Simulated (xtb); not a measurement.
C4H7O2 (SMILES [CH]1COCCO1), doublet, geometry from GFN2-xTB, atoms displaced at random by about 0.02 Å a coordinate. Base run: GFN1-xTB (xtb).

The xtb input:
```
$ xtb mol.xyz --gfn 1 --uhf 1 --opt --json

# file mol.xyz
13

C      0.60655590     1.24907931     0.16632130
C      1.40747437     0.03822909    -0.20010285
O      0.63379428    -1.03056640    -0.71015501
C     -0.47911265    -1.23302546     0.03188494
C     -1.39147678     0.01029570     0.03864781
O     -0.68582341     1.10225311     0.59744106
H      1.06900090     2.10066924     0.62499397
H      1.94031043    -0.31548922     0.70486158
H      2.16536720     0.29794662    -0.93397962
H     -1.03542366    -2.07520316    -0.40868000
H     -0.26474547    -1.49323631     1.05887498
H     -1.65890799     0.27309235    -0.97432359
H     -2.31427848    -0.07983998     0.62592492
```

Variants of this job, named by their change:

```tsv
change	ΔE vs base (mEh)	optimiser steps
base	0.000	8
alpb = chcl3	-10.661	7
opt level = extreme	-0.001	13
opt level = lax	0.008	6
opt level = loose	0.017	5
opt level = sloppy	0.037	4
opt level = vtight	-0.001	12
engine = inertial	0.028	-
opt level = crude	0.037	4
engine = lbfgs	0.000	-
```
